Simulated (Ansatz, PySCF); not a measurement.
Complex: HCl (SMILES Cl) (first 2 atoms) with C2H6O (SMILES COC); geometry from B3LYP-D3(BJ)/def2-TZVP, rigid monomers moved along the line of their centres of mass till Cl1···O4 is 2.79 Å.
(charge 0, multiplicity 1):
```xyz
11

Cl    -0.425     0.488     0.355
H     -1.112     0.835    -0.672
C     -0.270    -1.153     3.184
O      0.679    -0.171     2.831
C      0.434     1.067     3.459
H     -1.284    -0.850     2.894
H     -0.258    -1.348     4.265
H     -0.007    -2.066     2.653
H     -0.549     1.469     3.182
H      1.206     1.760     3.127
H      0.479     0.975     4.553
```

Interaction energies are E(AB) − E(A) − E(B) at the monomers' geometry in the complex; basis-set methods are counterpoise corrected. Rows marked so take none.

Rows in 6-31G* carry no dispersion term and start afresh at each structure (6-31G* with six Cartesian d functions).

The values were computed with Ansatz (Gaussian orbitals); PySCF for 6-31G* rows, the dispersion terms. Values without a source in brackets are computed.

Task: One of these levels gives -38.4 meV for the interaction energy. Name it.
A. HF/aug-cc-pV(D+d)Z
B. BP86/6-31G* (no counterpoise)
C. B3LYP/def2-TZVPPD
D. PBE-D3(BJ)/def2-TZVPPD

Result: D, PBE-D3(BJ)/def2-TZVPPD. The others give 117.4 (HF/aug-cc-pV(D+d)Z), 24.1 (BP86/6-31G* (no counterpoise)), 64.5 (B3LYP/def2-TZVPPD)

Ansatz is a program for electronic structure.
